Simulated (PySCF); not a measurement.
Saddle point of GaH$_{2}$F, closed shell (GaH₂F ([F][GaH2]) → GaH + HF; bonds formed: F2–H3; bonds broken: Ga1–F2, Ga1–H3), PBE0-D4/def2-TZVP structure:

```
4
angstrom
Ga -0.5399 0.4019 0.1014
F 0.9799 -0.8274 -0.4990
H 0.0005 -0.3846 -1.2339
H -0.4405 0.8101 1.6316
```

Energies are electronic, without zero-point energy. Barriers and step energies count from the start structure reached by relaxing down the imaginary mode; all methods use the PBE0-D4 structures, on which another method's saddle can fall below an end. Program: PySCF 2.14 with density fitting (its default auxiliary sets; JK sets also for MP2 and CCSD(T)). Basis: def2-TZVPP, with def2-QZVPP for the basis limit. Cores are frozen in the correlated methods. Filled d shells of the heavier atoms are correlated. The def2 sets are not built for correlating such inner shells, so the correlated values are less sure here. B3LYP uses VWN-RPA correlation. Extrapolation: Hartree–Fock as exp(−7.88 √X), correlation as X^−2.97.

```csv
method,barrier (kJ/mol),step energy (kJ/mol)
SPW92,?,152.7
PBE-D4,202.2,133.9
r2SCAN-D4,231.9,164.9
PBE0-D4,235.7,142.2
B3LYP-D4,?,132.3
BHLYP-D4,268.8,144.6
wB97M-V,?,144.2
HF,326.8,153.5
MP2,261.8,165.1
CCSD,272.1,152.0
CCSD(T),258.4,153.3
```

Question: Fill in the withheld barriers. (To be estimated.)

Answer: Computed: wB97M-V 245.8; B3LYP-D4 230.9; SPW92 194.2 kJ/mol. Each is the energy of the saddle less that of the start structure, by the same method.

For comparison, the barrier by CCSD(T) at an estimated basis limit (MP2 extrapolated from triple and quadruple zeta, plus CCSD(T) − MP2 in triple zeta) is 247.7 kJ/mol.

T1 diagnostic: at most 0.019. The restricted Hartree–Fock reference is unstable towards an unrestricted one at one or more of these structures.

Labels in which every atom is bracketed show which atoms are joined, not bond orders.

For scale, one of the runs: CCSD(T)/def2-TZVPP, 107 basis functions, launched by `OMP_NUM_THREADS=4 python run.py`. Hardware: 4 CPU threads of an Arm Neoverse V1, shared host. Wall time about 49 s.
